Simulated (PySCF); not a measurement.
H₆OSeSi₂, SMILES [Se]([SiH3])O[SiH3].

The structure is a stationary point at PBE0-D3(BJ)/def2-SVP. This is a generated structure with no PubChem entry under its InChIKey; it may be hypothetical. Other conformers were not sampled.

Level of theory: TDDFT-ωB97X/def2-SVPD (PySCF).

Vertical excitations. Isolated molecule, no solvent.

Computed excitation energies, oscillator strengths and character:
```tsv
state	energy (eV)	λ (nm)	f	main pairs
S1	3.49	355	0.001	HOMO→LUMO 95 %
S2	5.03	247	0.004	HOMO−1→LUMO 93 %
S3	5.70	217	0.017	HOMO→LUMO+1 91 %
S4	6.75	184	0.024	HOMO→LUMO+2 82 %
S5	7.00	177	0.012	HOMO−2→LUMO 38 %, HOMO−3→LUMO 32 %, HOMO→LUMO+8 6 %
S6	7.16	173	0.038	HOMO−1→LUMO+1 46 %, HOMO→LUMO+8 22 %, HOMO→LUMO+5 11 %
S7	7.27	171	0.026	HOMO−2→LUMO 37 %, HOMO−3→LUMO 30 %, HOMO→LUMO+5 7 %
S8	7.41	167	0.010	HOMO→LUMO+6 60 %, HOMO→LUMO+5 12 %
S9	7.66	162	0.282	HOMO−1→LUMO+1 37 %, HOMO→LUMO+8 23 %, HOMO−3→LUMO 12 %, HOMO→LUMO+7 12 %
S10	7.72	161	0.025	HOMO→LUMO+4 71 %, HOMO→LUMO+3 15 %
T1	2.81	441	0	HOMO→LUMO 92 %
T2	4.34	286	0	HOMO−1→LUMO 90 %
T3	5.28	235	0	HOMO→LUMO+1 82 %
T4	6.26	198	0	HOMO−2→LUMO 56 %
```
Triplets are in the Tamm–Dancoff approximation, which puts them higher than full response would, so one can lie above its singlet here.
